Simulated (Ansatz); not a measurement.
[closo-1-(I)B5H4]2- (B5H4I²⁻), relaxed as a singlet with RKS PBE0-D4/def2-SVPD in Ansatz, starting from the GFN1-xTB geometry. Force threshold 0.02 eV/Å.

In the def2 sets I takes a core potential; there is no spin–orbit coupling. A multiply charged anion in the gas phase is held together partly by the finite basis. The highest occupied level of the charge -2 singlet lies above zero (up to 3.37 eV). The electron is either unbound and held by the finite basis, or the level is raised by self-interaction error. Another isomer (singlet) lies 0.12 eV lower at PBE0-D4/def2-TZVPD; other spin states weren't run for this one.

Start:

```xyz
10

B    -0.894    0.656   -0.314
B     0.347    0.015    1.099
B     0.780    0.706   -0.368
B    -0.940   -0.852    0.444
B     0.314   -0.880   -0.674
I     2.395    2.157   -1.131
H    -1.761    1.426   -0.688
H     0.805    0.112    2.224
H    -1.789   -1.612    0.844
H     0.743   -1.729   -1.436
```

Task: Estimate the energy that the relaxation releases and the steps that it takes.

Result: 23.1 kJ/mol, in 5 steps; 11 s on 4 threads of Arm Neoverse V2 on a shared host. No frequencies were taken in this run, so the end may be a saddle point.

Task: Does the start keep its bonding and symmetry?

Result: By distances, no bond broke or formed. The bond that changes most is B2–B5, from 1.99 to 1.85 Å (atoms count from 1). Point group C3v at the start, C3v at the end, both within 0.05 Å.

Task: Predict the relaxed structure.

Result: 
```
atom   x (Å)   y (Å)   z (Å)
  B1  -0.830   0.614  -0.295
  B2   0.328   0.018   1.022
  B3   0.821   0.742  -0.388
  B4  -0.976  -0.882   0.461
  B5   0.299  -0.815  -0.631
  I6   2.388   2.150  -1.127
  H7  -1.707   1.385  -0.668
  H8   0.784   0.111   2.156
  H9  -1.833  -1.650   0.865
 H10   0.725  -1.674  -1.395
```
Bond lengths: 9 × B–B 1.66 to 1.85 Å; 1 × B–I 2.23 Å; 4 × B–H 1.22 to 1.23 Å.
